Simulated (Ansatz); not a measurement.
```yaml
crystal:
  periodic: [false, false, false]
  atoms:
    - {symbol: C, position_ang: [-5.647624, -2.690217, 1.859061]}
    - {symbol: C, position_ang: [-6.461043, -1.389570, 1.959225]}
    - {symbol: C, position_ang: [-7.973473, -1.660899, 1.884668]}
    - {symbol: Si, position_ang: [-5.898520, -0.023925, 0.727435]}
    - {symbol: C, position_ang: [-4.066032, -0.134274, 0.555503]}
    - {symbol: C, position_ang: [-2.835607, -0.143435, 0.412446]}
    - {symbol: C, position_ang: [-1.431295, -0.125688, 0.238762]}
    - {symbol: C, position_ang: [-0.830851, 0.925860, -0.527998]}
    - {symbol: C, position_ang: [-1.612140, 1.947829, -1.117500]}
    - {symbol: C, position_ang: [-1.038330, 2.979823, -1.871912]}
    - {symbol: C, position_ang: [-1.828090, 4.018044, -2.471779]}
    - {symbol: C, position_ang: [-1.233772, 5.020163, -3.209554]}
    - {symbol: C, position_ang: [0.187934, 5.043991, -3.392546]}
    - {symbol: C, position_ang: [0.982886, 4.065902, -2.832917]}
    - {symbol: C, position_ang: [0.405990, 3.004121, -2.057493]}
    - {symbol: C, position_ang: [1.185281, 1.995665, -1.474960]}
    - {symbol: C, position_ang: [0.612821, 0.952420, -0.709399]}
    - {symbol: C, position_ang: [1.422853, -0.067394, -0.111971]}
    - {symbol: C, position_ang: [2.827816, -0.035837, -0.278994]}
    - {symbol: C, position_ang: [4.058119, -0.006090, -0.419217]}
    - {symbol: Si, position_ang: [5.890600, 0.031237, -0.624946]}
    - {symbol: C, position_ang: [6.283182, -1.014990, -2.183139]}
    - {symbol: C, position_ang: [7.791731, -1.158707, -2.438294]}
    - {symbol: C, position_ang: [5.538639, -0.490237, -3.420568]}
    - {symbol: C, position_ang: [6.637321, -0.769624, 0.947981]}
    - {symbol: C, position_ang: [6.202748, -0.022697, 2.219930]}
    - {symbol: C, position_ang: [6.287509, -2.264407, 1.032038]}
    - {symbol: C, position_ang: [6.446029, 1.856516, -0.862993]}
    - {symbol: C, position_ang: [7.921828, 2.059946, -0.476306]}
    - {symbol: C, position_ang: [5.533659, 2.877196, -0.163248]}
    - {symbol: C, position_ang: [0.822599, -1.116896, 0.657012]}
    - {symbol: C, position_ang: [1.603865, -2.131756, 1.258274]}
    - {symbol: C, position_ang: [1.029531, -3.163705, 2.012122]}
    - {symbol: C, position_ang: [1.819307, -4.194561, 2.624669]}
    - {symbol: C, position_ang: [1.223181, -5.197672, 3.359669]}
    - {symbol: C, position_ang: [-0.200453, -5.230974, 3.526300]}
    - {symbol: C, position_ang: [-0.995589, -4.259949, 2.954841]}
    - {symbol: C, position_ang: [-0.416575, -3.196923, 2.182646]}
    - {symbol: C, position_ang: [-1.195455, -2.193819, 1.591399]}
    - {symbol: C, position_ang: [-0.621764, -1.147347, 0.831933]}
    - {symbol: C, position_ang: [-6.311186, 1.707388, 1.465606]}
    - {symbol: C, position_ang: [-7.764624, 2.130184, 1.189884]}
    - {symbol: C, position_ang: [-5.317689, 2.808711, 1.059879]}
    - {symbol: C, position_ang: [-6.635788, -0.247116, -1.029473]}
    - {symbol: C, position_ang: [-6.129506, 0.842602, -1.989810]}
    - {symbol: C, position_ang: [-6.360813, -1.650830, -1.592986]}
    - {symbol: H, position_ang: [-4.559544, -2.503184, 1.960965]}
    - {symbol: H, position_ang: [-5.945837, -3.406275, 2.655851]}
    - {symbol: H, position_ang: [-5.800623, -3.201700, 0.886426]}
    - {symbol: H, position_ang: [-6.244656, -0.937146, 2.955414]}
    - {symbol: H, position_ang: [-8.263909, -2.091256, 0.902851]}
    - {symbol: H, position_ang: [-8.286616, -2.390549, 2.662911]}
    - {symbol: H, position_ang: [-8.578462, -0.743221, 2.034487]}
    - {symbol: H, position_ang: [-2.702814, 1.925425, -0.972881]}
    - {symbol: H, position_ang: [-2.919771, 3.994820, -2.327151]}
    - {symbol: H, position_ang: [-1.849292, 5.810795, -3.665435]}
    - {symbol: H, position_ang: [0.641685, 5.853012, -3.985354]}
    - {symbol: H, position_ang: [2.075664, 4.080892, -2.969456]}
    - {symbol: H, position_ang: [2.277099, 2.007410, -1.613120]}
    - {symbol: H, position_ang: [5.871449, -2.021617, -1.941005]}
    - {symbol: H, position_ang: [8.336759, -1.556411, -1.556825]}
    - {symbol: H, position_ang: [8.253979, -0.183825, -2.702711]}
    - {symbol: H, position_ang: [7.990225, -1.847955, -3.287939]}
    - {symbol: H, position_ang: [5.894462, 0.521439, -3.712221]}
    - {symbol: H, position_ang: [4.445534, -0.421323, -3.245424]}
    - {symbol: H, position_ang: [5.700209, -1.153596, -4.297961]}
    - {symbol: H, position_ang: [7.743076, -0.673790, 0.843425]}
    - {symbol: H, position_ang: [6.516609, 1.040970, 2.213898]}
    - {symbol: H, position_ang: [6.639063, -0.491693, 3.128794]}
    - {symbol: H, position_ang: [5.098170, -0.039340, 2.334554]}
    - {symbol: H, position_ang: [6.668720, -2.840368, 0.164323]}
    - {symbol: H, position_ang: [5.186820, -2.415540, 1.072011]}
    - {symbol: H, position_ang: [6.715126, -2.723978, 1.949693]}
    - {symbol: H, position_ang: [6.355607, 2.022072, -1.961839]}
    - {symbol: H, position_ang: [8.602939, 1.357968, -0.999565]}
    - {symbol: H, position_ang: [8.079358, 1.920325, 0.614122]}
    - {symbol: H, position_ang: [8.258189, 3.090978, -0.721216]}
    - {symbol: H, position_ang: [5.857153, 3.917092, -0.388098]}
    - {symbol: H, position_ang: [5.555769, 2.759566, 0.940530]}
    - {symbol: H, position_ang: [4.475131, 2.774089, -0.475634]}
    - {symbol: H, position_ang: [2.695565, -2.103007, 1.123076]}
    - {symbol: H, position_ang: [2.912586, -4.164121, 2.493704]}
    - {symbol: H, position_ang: [1.838543, -5.983558, 3.823918]}
    - {symbol: H, position_ang: [-0.655397, -6.041973, 4.115476]}
    - {symbol: H, position_ang: [-2.089754, -4.280547, 3.079699]}
    - {symbol: H, position_ang: [-2.288459, -2.212812, 1.716327]}
    - {symbol: H, position_ang: [-6.204173, 1.550088, 2.564420]}
    - {symbol: H, position_ang: [-8.007675, 3.081385, 1.711708]}
    - {symbol: H, position_ang: [-7.941695, 2.302065, 0.107092]}
    - {symbol: H, position_ang: [-8.502525, 1.373687, 1.527421]}
    - {symbol: H, position_ang: [-5.554217, 3.764205, 1.577071]}
    - {symbol: H, position_ang: [-4.272772, 2.536475, 1.308810]}
    - {symbol: H, position_ang: [-5.352440, 3.013779, -0.030948]}
    - {symbol: H, position_ang: [-7.737520, -0.124800, -0.908774]}
    - {symbol: H, position_ang: [-6.555434, 0.704227, -3.007497]}
    - {symbol: H, position_ang: [-5.023410, 0.806405, -2.088118]}
    - {symbol: H, position_ang: [-6.400860, 1.864115, -1.654677]}
    - {symbol: H, position_ang: [-6.771643, -1.753213, -2.621177]}
    - {symbol: H, position_ang: [-6.814984, -2.451827, -0.975569]}
    - {symbol: H, position_ang: [-5.270205, -1.852757, -1.651658]}
basis:
  gaussian: {orbitals: def2-SVP, initial_orbitals: start.molden}
correlation: {method: mp2}
scf: {omitted_lower_state_checks: [starts]}
output: {orbitals: {seedname: orbitals}}
```

The file start.molden holds the orbitals of an earlier run on this structure, at another level or in another basis.

```sh
$ ansatz run in.yaml --threads 4 --pin off --events-out ev --progress --plain --max-ram 46080MiB --backend cuda --devices 0, --max-vram 37GiB
```

Does this run fit into the memory that it is given?

No. It has 922 basis functions, and Ansatz plans for 46 GiB where 45 GiB are given.
